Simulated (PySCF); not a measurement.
Cartesian coordinates (Å):
```xyz
4

N     -0.6696     0.3044    -0.2564
C      0.4902     0.0353    -0.0507
O      1.6355    -0.1065     0.0739
H     -1.4562    -0.2332     0.0610
```
Charge 0, spin multiplicity 1.

Task: Predict the HOMO–LUMO gap, LUMO, dipole moment, total energy and HOMO from PySCF 2.14.0 with PBE0-D3(BJ)/def2-TZVP.

Result: 
- HOMO–LUMO gap = 9.03 eV
- LUMO = 0.20 eV
- dipole moment = 2.16 D
- total energy = -168.5690 Ha
- HOMO = -8.83 eV
